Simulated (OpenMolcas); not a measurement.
Ga2+: CASPT2 settings compared

```
Program             : OpenMolcas 26.06
Basis               : ANO-R1 [5s4p3d1f]
Scalar Hamiltonian  : X2C, finite nucleus
Active space        : 1 electron in 4 orbitals (4s 4p)
State averaging     : 2S+1 = 2 even, 1 root; 2S+1 = 2 odd, 3 roots
Spin-orbit coupling : RASSI with atomic mean-field integrals over the reference wave functions, term energies averaged over their components
```

Methods on the same reference wave functions:
A. CASSCF
B. SS-CASPT2, IPEA 0.6 Eh, sigma1 regulariser 0.4 Eh (closed shells correlated: 3d)
C. XMS-CASPT2, IPEA 0.35 Eh, sigma2 regulariser 0.25 Eh (closed shells correlated: 3s 3p 3d)
D. XMS-CASPT2, IPEA 0.4 Eh, imaginary shift 0.5 Eh (closed shells correlated: 3d)

Energies in cm⁻¹ above 4s ²S_1/2, the measured ground level; measured values from Shirai, Reader, Kramida and Sugar, J. Phys. Chem. Ref. Data 36, 509 (2007).

```json
{"Level": "4s ²S_1/2", "A": "0.0", "B": "0.0", "C": "0.0", "D": "0.0", "Measured": "0.0"}
{"Level": "4p ²P°_1/2", "A": "63546", "B": "64134", "C": "64417", "D": "63971", "Measured": "65169"}
{"Level": "4p ²P°_3/2", "A": "65301", "B": "65888", "C": "66171", "D": "65726", "Measured": "66888"}
```

Deviations, from unrounded energies. A percentage is the sum of absolute deviations over the sum of measured energies, with the sign that they share, or ± where signs differ.

```json
{"Against measurement": "mean absolute deviation (cm-1)", "Levels": "2", "A": "1600", "B": "1000", "C": "730", "D": "1200"}
{"Against measurement": "other configurations (%)", "Levels": "2", "A": "-2.4", "B": "-1.5", "C": "-1.1", "D": "-1.8"}
```

C lies closest to measurement on these levels and A furthest from it. The largest miss of C in the table is 4p ²P°_1/2, by -750 cm-1. The ranking rests on the paired levels alone, and a cruder setting can come out closer through cancelling errors.

Among B to D the level of the table that moves most is 4p ²P°_1/2, by 450 cm-1 (lowest in D, highest in C).

The lowest spin-free term lies below A's lowest term by 0.366 hartree in B, 0.463 hartree in C, 0.366 hartree in D.

With one active electron the reference holds no correlation, so core polarisation is missing (holds for A). With one active electron, CASPT2 adds the correlation within the correlated inactive shells and between them and that electron, and leaves the splitting within a term as the reference gives it (holds for B; C; D). Computed and measured levels are paired by configuration, term and J; levels that our copy of the source lacks, or whose pairing is in doubt (as where it misses far off the trend of its configuration), stay unpaired and out of the deviations. Only configurations of the active space appear.

° marks odd parity.
